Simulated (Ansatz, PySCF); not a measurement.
Gas-phase reaction in SMILES: [SiH3]CC#CC[SiH3] + 4 C (CH4) → C#C (C2H2) + 2 CC (C2H6) [ethane] + 2 C[SiH3]
Geometries: B3LYP-D3(BJ)/def2-TZVP minima from Ansatz (an electronic-structure program). Frequencies are from Ansatz or PySCF.

Property: bond separation energy (enthalpy at 298 K, with B3LYP-D3(BJ) rigid-rotor harmonic-oscillator terms), in kcal/mol. Correlated levels leave the core frozen unless marked. Spin-orbit coupling is left out. No relativistic terms. CBS(X,Y): correlation extrapolated as X^-3; Hartree-Fock from the larger set. [CCSD(T)-MP2]/basis is that difference in the basis named.

```csv
level,program,bond separation energy (kcal/mol)
SVWN5/def2-TZVPD,Ansatz,21.4
PBE0-D3(BJ)/def2-TZVPD,Ansatz + dftd3,19.4
CAM-B3LYP-D4/def2-TZVPD,Ansatz + dftd4,18.0
"RI-MP2/CBS(cc-pV(T+d)Z,cc-pV(Q+d)Z)",Ansatz,19.0
SCS-MP2/aug-cc-pV(D+d)Z,Ansatz,17.4
SCS-MP2/cc-pV(D+d)Z,Ansatz,16.0
CCSD/STO-3G,Ansatz,14.1
CCSD/cc-pV(D+d)Z,Ansatz,14.4
"RI-MP2/CBS(cc-pV(T+d)Z,cc-pV(Q+d)Z)+[CCSD(T)-MP2]/cc-pV(D+d)Z",Ansatz,16.6
"RI-MP2/CBS(cc-pV(T+d)Z,cc-pV(Q+d)Z)+[CCSD(T)-MP2]/cc-pV(T+d)Z",Ansatz,16.2
```
